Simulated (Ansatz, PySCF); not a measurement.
This PySCF input computes a PBE/def2-TZVPD energy:

```python
from pyscf import gto, scf, dft

mol = gto.M(
    atom='''
    B    -0.00000000   -0.00000000   -0.69204907
    N     0.00000000    0.00000000    0.54091630
    H    -0.00000000   -0.00000000   -1.85890057
    H     0.00000000    0.00000000    1.53273184
    ''',
    basis='def2-tzvpd',
    charge=0,
    spin=0,
    verbose=4,
)

mf = dft.RKS(mol, xc='pbe').density_fit(auxbasis='def2-universal-jkfit')
mf.grids.level = 3
mf.conv_tol = 1e-9
mf.max_cycle = 100
mf.max_memory = 1500
mf.kernel()
if not mf.converged:
    mf = mf.newton()
    mf.kernel(mf.make_rdm1())
mf.analyze()
```

### Question
Write an input for the same energy in Ansatz (a quantum-chemistry and plane-wave program) and say what it gives.

### Answer

Ansatz 0.2 input:
```yaml
crystal:
  periodic: [false, false, false]
  atoms:
    - {symbol: B, position_ang: [-0.00000000, -0.00000000, -0.69204907]}
    - {symbol: N, position_ang: [0.00000000, 0.00000000, 0.54091630]}
    - {symbol: H, position_ang: [-0.00000000, -0.00000000, -1.85890057]}
    - {symbol: H, position_ang: [0.00000000, 0.00000000, 1.53273184]}
basis:
  gaussian:
    orbitals: def2-TZVPD
hamiltonian:
  xc: {name: PBE}
output: {forces: true}
```
It gives -80.72293 Eh, and PySCF -80.72296 Eh, a difference of 0.03 mEh, from the treatment of integrals and grids.
